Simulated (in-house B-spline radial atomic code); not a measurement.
Ionising Cs4+ with different functionals

Computed with a B-spline radial code for spherical atoms: scalar-relativistic (spin-free X2C) Hamiltonian, Fermi nucleus of rms radius 4.8041 fm, spin-polarised at highest spin, spherical fractional occupations for the functionals, the average over the highest-spin determinants for Hartree-Fock. The ionisation energy is the difference of two self-consistent energies, [Kr] 4d10 5s2 5p3 → [Kr] 4d10 5s2 5p2, without Breit or QED terms; ε is the level of the shell that loses the electron (its least bound occupied spin orbital). There is no spin-orbit coupling in this Hamiltonian.

Hybrids are left out here: with spherical fractional occupations of an open shell their exact exchange keeps a self-interaction that integer-occupation calculations don't have.

```tsv
method	rung	ΔSCF (eV)	-ε(5p) (eV)
Hartree-Fock	Hartree-Fock	57.58	57.91
LDA VWN5	LDA	58.08	52.25
LDA PW92	LDA	58.07	52.24
LDA exchange-only	LDA	56.90	51.11
PBE	GGA	57.94	52.16
PBEsol	GGA	57.99	52.19
BLYP	GGA	57.66	51.82
RPBE	GGA	57.91	52.15
PW91	GGA	58.02	52.23
BP86	GGA	58.03	52.22
AM05	GGA	57.96	52.16
OLYP	GGA	58.04	52.24
TPSS	meta-GGA	58.04	52.31
SCAN	meta-GGA	58.47	52.78
r2SCAN	meta-GGA	58.45	52.76
revTPSS	meta-GGA	58.10	52.38
```

Task: How do they compare with the NIST value?

Result: NIST lists 56 eV ± 1.9 (tabulated theory, ground level to ground level). Errors run from +0.90 to +2.47 eV; all lie within about twice that uncertainty, so the table can't rank the methods. Hartree-Fock also lacks correlation.
